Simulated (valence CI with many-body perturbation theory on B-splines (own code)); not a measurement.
Values are calculated unless marked as measured or tabulated.
**Ladder of approximations for Si+**

Level of theory: valence CI with perturbative core correlation (CI+MBPT): three valence electrons over a frozen Dirac-Fock core [Ne], radial functions for each j: 11 s, 11 p, 9 d, 7 f, 5 g, 2 h, 1 i, with the one-electron correlation potential Σ1, the two-electron term Σ2, the three-electron term Σ3, Breit, model QED; selected CI, second order for the rest (own B-spline code, finite nucleus).

Set against measurement, 28 paired levels are off by 47 cm⁻¹ on average, the worst by 124. These come from a selection out of the NIST Handbook of Basic Atomic Spectroscopic Data. Levels without a partner in it may be off by more.

Each rung adds one term. CI alone is the Dirac-Coulomb CI over the frozen core; QED comes last and gives the full result, which names the levels. Energies are above 3s2 3p 2P°_1/2 on the same rung, in eV.

Names give the largest LS component (configuration and term), which can be under half, so a name can repeat, a term be missing and a line seem to break the LS rules; names also repeat where a configuration has a term twice.

| Level | CI alone |
| --- | --- |
| 3s2 3p 2P°_3/2 | 0.036 |
| 3s 3p2 4P_1/2 | 5.170 |
| 3s 3p2 4P_3/2 | 5.184 |
| 3s 3p2 4P_5/2 | 5.206 |
| 3s 3p2 2D_3/2 | 6.756 |
| 3s 3p2 2D_5/2 | 6.759 |
| 3s2 4s 2S_1/2 | 8.096 |
| 3s 3p2 2S_1/2 | 9.465 |
| 3s2 3d 2D_3/2 | 9.814 |
| 3s2 3d 2D_5/2 | 9.816 |
| 3s2 4p 2P°_1/2 | 10.027 |
| 3s2 4p 2P°_3/2 | 10.034 |
| 3s 3p2 2P_1/2 | 10.426 |
| 3s 3p2 2P_3/2 | 10.452 |
| 3s2 5s 2S_1/2 | 12.104 |
| 3s2 4d 2D_3/2 | 12.486 |

(1) What do these energies become with core correlation, Breit and QED?

(2) How does the ionisation energy move along the ladder, and which term matters most?

Answers

(1) 3s2 3p 2P°_3/2 0.036 (-0.0003); 3s 3p2 4P_1/2 5.298 (+0.1275); 3s 3p2 4P_3/2 5.311 (+0.1275); 3s 3p2 4P_5/2 5.333 (+0.1270); 3s 3p2 2D_3/2 6.850 (+0.0943); 3s 3p2 2D_5/2 6.852 (+0.0938); 3s2 4s 2S_1/2 8.127 (+0.0309); 3s 3p2 2S_1/2 9.510 (+0.0452); 3s2 3d 2D_3/2 9.839 (+0.0256); 3s2 3d 2D_5/2 9.841 (+0.0254); 3s2 4p 2P°_1/2 10.069 (+0.0419); 3s2 4p 2P°_3/2 10.076 (+0.0418); 3s 3p2 2P_1/2 10.393 (-0.0332); 3s 3p2 2P_3/2 10.418 (-0.0335); 3s2 5s 2S_1/2 12.145 (+0.0402); 3s2 4d 2D_3/2 12.527 (+0.0411).

(2) CI alone 16.290, + Σ1 16.452, + Σ2 16.352, + Σ3 16.349, + Breit 16.346, + QED 16.347 eV. The largest step is Σ1, 0.162 eV. NIST lists 16.3458 eV (measured).
